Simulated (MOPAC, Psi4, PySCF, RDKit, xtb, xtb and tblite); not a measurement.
Two geometries of C8H9F, SMILES FCCc1ccccc1, relaxed at GFN2-xTB with one dihedral held; other torsions can differ between them too.

Structure A

```
18

F     -3.7236     0.3809     0.2607
C     -2.3973     0.1521     0.5302
C     -1.6354    -0.2995    -0.7254
C     -2.2423     0.2854    -1.9732
C     -3.2127    -0.4118    -2.6787
C     -3.7919     0.1396    -3.8076
C     -3.4074     1.3957    -4.2434
C     -2.4423     2.0993    -3.5437
C     -1.8651     1.5472    -2.4143
H     -2.3577    -0.5995     1.3242
H     -2.0060     1.1056     0.9025
H     -1.6718    -1.3890    -0.7938
H     -0.5938     0.0049    -0.6209
H     -3.5202    -1.3905    -2.3395
H     -4.5469    -0.4128    -4.3477
H     -3.8594     1.8261    -5.1249
H     -2.1390     3.0810    -3.8775
H     -1.1122     2.1004    -1.8700
```

Structure B

```
18

F      3.7583    -0.0948     0.2324
C      2.4196    -0.0471     0.5388
C      1.5790    -0.1383    -0.7326
C      0.1186    -0.0849    -0.3824
C     -0.5380     1.1348    -0.2802
C     -1.8745     1.1878     0.0738
C     -2.5708     0.0197     0.3328
C     -1.9245    -1.2005     0.2350
C     -0.5878    -1.2513    -0.1188
H      2.2180    -0.8871     1.2116
H      2.2479     0.8984     1.0638
H      1.8467     0.6918    -1.3892
H      1.8173    -1.0732    -1.2434
H      0.0006     2.0490    -0.4852
H     -2.3739     2.1428     0.1464
H     -3.6143     0.0601     0.6077
H     -2.4631    -2.1154     0.4338
H     -0.0884    -2.2065    -0.1971
```

Problem. Which is lower in energy at the level Psi4 with PBE0-D3(BJ)/def2-SVP // GFN2-xTB, and by how much?

Solution. B is lower, by 12.29 kJ/mol (dihedral F1–C2–C3–C4: 30° in A, 180° in B).

E(B) − E(A) in kJ/mol at the other levels, on the same two geometries: GFN2-xTB (xtb and tblite) -10.75; MMFF94 // GFN2-xTB (RDKit) -20.39; PBE0/def2-SVP // GFN2-xTB (Psi4) -12.57; PBE/def2-SVP // GFN2-xTB (Psi4) -11.73; PBE-D3(BJ)/def2-SVP // GFN2-xTB (Psi4) -11.47; UFF // GFN2-xTB (RDKit) -11.88; AM1, restricted, heats of formation // GFN2-xTB (MOPAC) -17.22; PM7, restricted, heats of formation // GFN2-xTB (MOPAC) -6.93; GFN1-xTB // GFN2-xTB (xtb) -7.66; restricted B3LYP/6-31G*, spherical d, density fitting // GFN2-xTB (PySCF) -13.48; restricted MP2 (frozen core)/6-31G*, spherical d // GFN2-xTB (PySCF) -12.51; restricted LDA (SVWN5)/6-31G*, spherical d, density fitting // GFN2-xTB (PySCF) -12.67; restricted M06-2X/6-31G*, spherical d, density fitting // GFN2-xTB (PySCF) -12.86.
